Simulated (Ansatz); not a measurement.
Geometry optimisation, Ansatz 0.2.0, RKS revPBE-D4/def2-SVP.

Input:

```yaml
crystal:
  periodic: [false, false, false]
  atoms:
    - { symbol: Sn, position_ang: [0.3652, 0.461758, -0.339981] }
    - { symbol: O, position_ang: [-0.03639, -0.256943, 2.708974] }
    - { symbol: H, position_ang: [-0.976104, -0.1097, 2.929133] }
    - { symbol: Cl, position_ang: [2.260446, -0.204609, -1.631536] }
    - { symbol: Cl, position_ang: [-1.067881, 1.841142, -1.662194] }
    - { symbol: H, position_ang: [-0.519992, -0.953791, 0.023012] }
    - { symbol: "N", position_ang: [1.114613, 1.884617, 1.001571] }
    - { symbol: H, position_ang: [2.14545, 1.817353, 0.95962] }
    - { symbol: H, position_ang: [0.880516, 2.798587, 0.579821] }
    - { symbol: H, position_ang: [0.333441, 0.664387, 2.726881] }
basis:
  gaussian: { orbitals: def2-SVP }
hamiltonian:
  xc: revpbe
  dispersion: d4
relax:
  f_tol: 0.03
  max_steps: 50
```

Run as:

```bash
$ ansatz run input.yaml --threads 4 --pin off --max-ram 5120MiB --backend cpu --events-out ev --progress --plain --runs-dir out
```

Problem. Where does it end, and by what steps?

Solution. It converged. After 26 steps the energy has fallen by 0.288 eV; Cl5 moved furthest, 1.36 Å.

```csv
step,energy less start (eV),largest force component (eV/Å),accepted
0,0.0000,0.490,yes
1,-0.0443,0.243,yes
2,-0.0566,0.395,yes
3,-0.0587,0.569,yes
4,-0.0658,0.356,yes
5,-0.0707,0.089,yes
6,-0.0733,0.143,yes
7,-0.0767,0.220,yes
8,-0.0806,0.193,yes
9,-0.0913,0.306,yes
10,-0.1105,0.335,yes
11,-0.1453,0.395,yes
12,-0.1837,0.384,yes
13,-0.2192,0.336,yes
14,-0.2486,0.511,yes
15,-0.2657,0.686,yes
16,-0.2760,0.371,yes
17,-0.2811,0.161,yes
18,-0.2829,0.174,yes
19,-0.2855,0.051,yes
20,-0.2865,0.074,yes
21,-0.2870,0.083,yes
22,-0.2875,0.077,yes
23,-0.2878,0.042,yes
24,-0.2881,0.040,yes
25,-0.2882,0.048,yes
26,-0.2883,0.022,yes
```

```xyz
10
Properties=species:S:1:pos:R:3
Sn 0.486 0.254 -0.068
O -0.590 0.224 2.247
H -1.428 0.694 2.054
Cl 1.639 0.571 -2.156
Cl -1.625 1.258 -0.567
H 0.513 -1.444 0.158
N 1.464 1.606 1.213
H 2.447 1.309 1.333
H 1.523 2.508 0.714
H 0.071 0.963 2.368
```

Whether the end is a true minimum wasn't checked by a vibrational analysis.

Time of the run: 62 s on 4 threads of Intel(R) Xeon(R) Platinum 8259CL CPU @ 2.50GHz (Skylake/Cascade Lake) (shared host), peak memory 0.2 GiB.
